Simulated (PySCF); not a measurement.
# [K2Cl]+, singlet: molecular constants

Computed with PBE0 in PySCF with Cl def2-TZVP, K def2-TZVP; no relativity; density-fitted integrals.

The structure is a minimum.

Coordinates in bohr (charge 1 multiplicity 1):
```
Cl    0.0000    0.0000    0.0000
K     0.0000    0.0000    5.3304
K     0.0000    0.0000   -5.3304
```

- Point group: D∞h
- Bond lengths: Cl–K 2.821 Å (×2)
- Bond angles: K–Cl–K 180.0°
- Principal quadrupole moments (Buckingham, traceless) about the centre of mass: -35.50, -35.50, 71.00 D Å
- Rotational symmetry number: 2
- Principal polarisabilities: 28.6, 28.6, 45.7 bohr³
- Lowest empty level: -3.94 eV
- Rotational constants: 0.02719 cm⁻¹
- Dipole moment about the centre of mass: 0.00 D
- Heat capacity Cp at 298.15 K: 61.0 J/(mol K)
- Enthalpy at 298.15 K above 0 K: 16.14 kJ/mol
- Highest occupied level: -10.52 eV
- Zero-point energy: 2.9 kJ/mol
- Entropy at 298.15 K and 1 bar: 308.2 J/(mol K)

Harmonic modes (masses in u: Cl 34.969, K 38.964):
```tsv
symmetry	ω (cm⁻¹)	IR (km/mol, summed over degenerate members)	μ (u)
πu	37	84.3	36.12
σg+	152	0.0	38.96
σu+	257	97.7	36.12
```

In D∞h the vibrations span πu + σg+ + σu+. The σg+ mode carries no infrared intensity, as symmetry demands. With a centre of inversion only u modes can be infrared active and only g modes Raman active.

Charges (e):
| atom | Mulliken | Löwdin | polar tensor | Mayer order to Cl1 |
| --- | --- | --- | --- | --- |
| Cl1 | -0.73 | -0.23 | -0.89 | – |
| K2,3 | 0.86 | 0.62 | 0.94 | 0.27 |

Mulliken populations on Cl1: s 5.96, p 11.76, d 0.00, f 0.00.

This need not be the most stable arrangement of these atoms.

The final relaxation and frequency run took of the order of 24 core-seconds on a shared host.
